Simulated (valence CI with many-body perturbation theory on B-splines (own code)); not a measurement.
# V XIX: calculated level list

Calculated by relativistic CI+MBPT: three valence electrons over a frozen Dirac-Fock core [He], radial functions for each j: 11 s, 11 p, 10 d, 8 f, 5 g, 2 h, with the one-electron correlation potential Σ1 (screened to all orders), the two-electron term Σ2, the three-electron term Σ3, Breit, model QED; selected single and double excitations, second order for the rest, scaled by the run's own slope (own B-spline code, finite nucleus).

No measured levels were compared; by estimate levels of excited configurations hold to 0.05 to 0.15 % of their energy, terms of the ground configuration to about 0.5 %.

Levels 46 to 90 of 204, with energies above the lowest level, 2s2 2p 2P°_1/2. "Leading %" is the weight of the configuration and term that name the level; weights of strongly mixed levels are sums over their largest components and can fall short. In the jj column 3d3/2^4 stands for four electrons in 3d with j = 3/2.

```
No.  Configuration  Term    J  E (× 10³ cm⁻¹)  Leading %      g   Second component                Leading jj
 46       2s 2p 3d   4D°  1/2          6761.6         80  0.230  10 % 2s 2p 3s 2P°     2s 2p1/2 3d3/2 (62 %)
 47       2s 2p 3d   4F°  9/2          6773.3        100  1.332                       2s 2p3/2 3d5/2 (100 %)
 48       2s 2p 3d   2D°  3/2          6781.3         75  0.859   6 % 2s 2p 3d 4F°     2s 2p3/2 3d5/2 (29 %)
 49       2s 2p 3d   2D°  5/2          6791.3         55  1.202  24 % 2s 2p 3d 4D°     2s 2p3/2 3d3/2 (46 %)
 50       2s 2p 3d   4D°  7/2          6800.3         85  1.400  13 % 2s 2p 3d 4F°     2s 2p3/2 3d5/2 (64 %)
 51       2s 2p 3d   4P°  5/2          6811.6         49  1.446  39 % 2s 2p 3d 4D°     2s 2p3/2 3d5/2 (50 %)
 52       2s 2p 3d   4P°  3/2          6815.3         74  1.594  24 % 2s 2p 3d 4D°     2s 2p3/2 3d3/2 (78 %)
 53       2s 2p 3d   4P°  1/2          6818.2         92  2.496   6 % 2s 2p 3d 4D°     2s 2p3/2 3d3/2 (94 %)
 54       2s 2p 3d   2F°  5/2          6848.1         81  0.927  13 % 2s 2p 3d 2D°     2s 2p3/2 3d5/2 (43 %)
 55       2s 2p 3d   2P°  3/2          6878.2         87  1.300   5 % 2s 2p 3d 2D°     2s 2p3/2 3d5/2 (60 %)
 56       2s 2p 3d   2F°  7/2          6885.8         98  1.144                        2s 2p3/2 3d3/2 (53 %)
 57       2s 2p 3d   2P°  1/2          6900.7         95  0.663                        2s 2p3/2 3d5/2 (88 %)
 58       2s 2p 3p    2P  1/2          6910.0         84  0.730      9 % 2p2 3s 2P     2s 2p3/2 3p1/2 (57 %)
 59       2s 2p 3p    2D  3/2          6913.0         68  0.954   25 % 2s 2p 3p 2P     2s 2p3/2 3p1/2 (74 %)
 60       2s 2p 3p    2D  5/2          6923.5         93  1.203                        2s 2p3/2 3p3/2 (67 %)
 61       2s 2p 3p    2P  3/2          6929.7         62  1.182   27 % 2s 2p 3p 2D     2s 2p3/2 3p3/2 (72 %)
 62       2s 2p 3p    2S  1/2          6958.0         79  2.021      9 % 2p2 3s 4P     2s 2p3/2 3p3/2 (58 %)
 63         2p2 3s    4P  1/2          6986.3         84  2.520   10 % 2s 2p 3p 2S         2p1/2^2 3s (50 %)
 64         2p2 3s    4P  3/2          7014.3         96  1.718                        2p1/2 2p3/2 3s (94 %)
 65         2p2 3s    4P  5/2          7044.4         89  1.557      9 % 2p2 3s 2D     2p1/2 2p3/2 3s (62 %)
 66       2s 2p 3d   2F°  7/2          7053.6         94  1.144     5 % 2p2 3p 2F°     2s 2p3/2 3d5/2 (69 %)
 67       2s 2p 3d   2F°  5/2          7055.4         92  0.863     5 % 2p2 3p 2F°     2s 2p3/2 3d3/2 (74 %)
 68       2s 2p 3d   2D°  3/2          7067.3         97  0.806                        2s 2p3/2 3d3/2 (67 %)
 69         2p2 3s    2P  1/2          7073.7         81  0.749   14 % 2s 2p 3p 2P     2p1/2 2p3/2 3s (71 %)
 70       2s 2p 3d   2D°  5/2          7074.9         96  1.194                        2s 2p3/2 3d5/2 (75 %)
 71       2s 2p 3d   2P°  1/2          7090.3         74  0.711    10 % 2p2 3p 4D°     2s 2p3/2 3d3/2 (61 %)
 72       2s 2p 3d   2P°  3/2          7098.2         93  1.333                        2s 2p3/2 3d5/2 (66 %)
 73         2p2 3s    2P  3/2          7099.7         56  1.151     32 % 2p2 3s 2D     2p1/2 2p3/2 3s (82 %)
 74         2p2 3p   4D°  1/2          7104.6         43  0.796  22 % 2s 2p 3d 2P°      2p1/2^2 3p1/2 (53 %)
 75         2p2 3p   2S°  1/2          7128.4         47  1.257    40 % 2p2 3p 4D°  2p1/2 2p3/2 3p1/2 (80 %)
 76         2p2 3p   4D°  3/2          7128.6         81  1.262    11 % 2p2 3p 4P°      2p1/2^2 3p3/2 (43 %)
 77         2p2 3s    2D  5/2          7154.2         85  1.238     10 % 2p2 3s 4P         2p3/2^2 3s (62 %)
 78         2p2 3p   4D°  5/2          7157.4         89  1.379     7 % 2p2 3p 4P°  2p1/2 2p3/2 3p3/2 (77 %)
 79         2p2 3p   4P°  3/2          7159.0         45  1.329    35 % 2p2 3p 2D°  2p1/2 2p3/2 3p1/2 (60 %)
 80         2p2 3s    2D  3/2          7165.0         62  0.989     29 % 2p2 3s 2P         2p3/2^2 3s (82 %)
 81         2p2 3p   4P°  1/2          7169.9         75  2.408    16 % 2p2 3p 2S°  2p1/2 2p3/2 3p3/2 (70 %)
 82         2p2 3p   4P°  5/2          7177.3         52  1.397    39 % 2p2 3p 2D°  2p1/2 2p3/2 3p1/2 (52 %)
 83         2p2 3p   2D°  3/2          7186.2         62  1.141    31 % 2p2 3p 4P°  2p1/2 2p3/2 3p3/2 (90 %)
 84         2p2 3p   4D°  7/2          7186.7         89  1.397     9 % 2p2 3p 2F°  2p1/2 2p3/2 3p3/2 (63 %)
 85         2p2 3p   2D°  5/2          7230.4         43  1.290    35 % 2p2 3p 4P°      2p3/2^2 3p3/2 (51 %)
 86         2p2 3p   2P°  3/2          7230.7         53  1.616    44 % 2p2 3p 4S°  2p1/2 2p3/2 3p3/2 (75 %)
 87         2p2 3p   4S°  3/2          7238.6         43  1.619    38 % 2p2 3p 2P°  2p1/2 2p3/2 3p1/2 (40 %)
 88         2p2 3d    4F  3/2          7240.4         81  0.535      8 % 2p2 3d 4D      2p1/2^2 3d3/2 (68 %)
 89         2p2 3p   2P°  1/2          7252.6         82  0.798    10 % 2p2 3p 2S°      2p3/2^2 3p3/2 (62 %)
 90         2p2 3d    4F  5/2          7254.6         75  1.099     17 % 2p2 3d 4D      2p1/2^2 3d5/2 (48 %)
```

Names give the largest LS component (configuration and term), which can be under half, so a name can repeat, a term be missing and a line seem to break the LS rules; names also repeat where a configuration has a term twice.
